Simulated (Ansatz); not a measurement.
`FB[SeH]` + `C[NH][GeH3]` → `C[N]([GeH3])BF` + H₂Se at 400 K and 1 bar (ligand exchange at a B–Se bond).

Program: Ansatz. Geometries: PBE0-D4/def2-TZVP. ΔE: electronic, gas phase. CCSD(T)/CBS adds triple-zeta CCSD(T) − MP2 to the extrapolated MP2 energy (def2 sets, frozen cores). For Ge, Se outer-core shells are correlated without core-valence functions, which leaves a few kJ/mol of doubt a bond. Scalar relativity is left out up to krypton. Each species was taken in one conformer, which may not be the lowest.

| species | CCSD(T)/CBS energy (Eh) | H − E (kJ/mol) | S (J/(mol·K)) |
| --- | --- | --- | --- |
| `FB[SeH]` | -2526.56401 | 81.4 | 299.9 |
| `C[NH][GeH3]` | -2173.06430 | 229.8 | 337.7 |
| `C[N]([GeH3])BF` | -2297.75856 | 255.7 | 397.6 |
| H₂Se | -2401.89790 | 49.4 | 229.5 |

H − E and S are ideal-gas, rigid-rotor, harmonic terms from PBE0-D4/def2-TZVP, for one conformer and one mirror image of each species. 1 Eh = 2625.50 kJ/mol, R = 8.31446 J/(mol·K).

Q: By hand: ΔE, ΔH, ΔS and ΔG.

A: ΔE = (-2297.75856) + (-2401.89790) − (-2526.56401) − (-2173.06430) = -0.02815 Eh = -73.9 kJ/mol. Δ(H − E) = 255.7 + 49.4 − 81.4 − 229.8 = -6.1, so ΔH = -80.0 kJ/mol. ΔS = 397.6 + 229.5 − 299.9 − 337.7 = -10.5 J/(mol·K). ΔG = -80.0 − 400 × (-10.5)/1000 = -75.8 kJ/mol.

Q: By hand: the equilibrium constant, and the temperature at which ΔG would vanish if ΔH and ΔS stayed fixed.

A: log₁₀ K = −ΔG/(RT ln 10) = 9.9. ΔG = 0 at ΔH/ΔS = 7619 K, far beyond where these terms or the molecules hold.

The number of gas molecules stays the same, so ΔS is small and ΔH decides. A doubt of 5 kJ/mol in ΔE shifts log₁₀ K by 0.7 here. Other conformers and mirror images would add mixing entropy, several J/(mol·K) or more a flexible species. Modes under 60 cm⁻¹, often nearly free rotors, make the harmonic entropy too high. These are equilibria of isolated gas molecules and say nothing of rates. Largest T1 diagnostic: 0.012 (customary marks: 0.02 for closed shells, 0.045 for open ones).
